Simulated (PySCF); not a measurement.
**Tc³⁰⁺: ionisation energy**

Tc³⁰⁺ [Ne] 3s2 3p1 [3p1/2^1, M_J = 1/2] → Tc³¹⁺ [Ne] 3s2, as a difference of total energies. All numbers are calculated (PySCF 2.14, the two-component X2C-1e Hamiltonian, in an even-tempered Gaussian basis (19 s from 4.9 bohr⁻², ratio 2.4; 13 p from 6.4 bohr⁻², ratio 2.4; 5 d from 22 bohr⁻², ratio 2.6; 4 f from 34 bohr⁻², ratio 2.6)). Correlated levels: 1s2 frozen; the 50 highest virtual spinors dropped. "Screened" scales the spin-orbit matrix elements by Boettger's factors to mimic the two-electron term; Breit and QED terms are absent.

```tsv
method	ionisation energy (eV)
GHF (spin-free)	1684.6
GMP2 (spin-free)	1685.0
GHF (screened spin-orbit)	1704.5
GMP2 (screened spin-orbit)	1704.9
```

Breit and QED terms and the two-electron picture change are absent.

The spin-free rows lack the spin-orbit shift.

For comparison: 1689 ± 8 eV (semi-empirical (NIST evaluation); NIST Atomic Spectra Database, ionization energies).
